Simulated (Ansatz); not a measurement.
## C2HOSe: structure from calculated spectroscopic constants

These gas-phase data were calculated for one isomer of C2HOSe at BLYP-D3(BJ)/def2-SVP (harmonic, unscaled wavenumbers; equilibrium rotational constants with average atomic masses):

* rotational constants: 68.85, 1.821, 1.775 GHz
* all wavenumbers above 1500 cm⁻¹: 2208, 2096
* dipole moment: 2.97 D (PBE0/def2-TZVPD)

Candidates:

(1) `O=C=[C][SeH]`, a doublet
(2) `O=C=C[Se]`, a doublet

Problem. Which structure fits?

Solution. Candidate (1). No mode falls between 2750 and 3290 cm⁻¹, where the C–H stretch of (2) would stand.

The same quantities for all candidates:

```tsv
	rotational constants (GHz)	wavenumbers above 1500 cm⁻¹	dipole (D)	E above the lowest, BLYP-D3(BJ)/def2-SVP (kcal/mol)
(1)	68.85, 1.821, 1.775	2208, 2096	2.97	23.6
(2)	25.17, 2.226, 2.045	3086, 2140	1.57	0.0
```

Harmonic stretches to hydrogen usually lie a few per cent above observed fundamentals. Each candidate is one conformer. Open shells are spin-unrestricted. Programs: Ansatz 0.2.0.
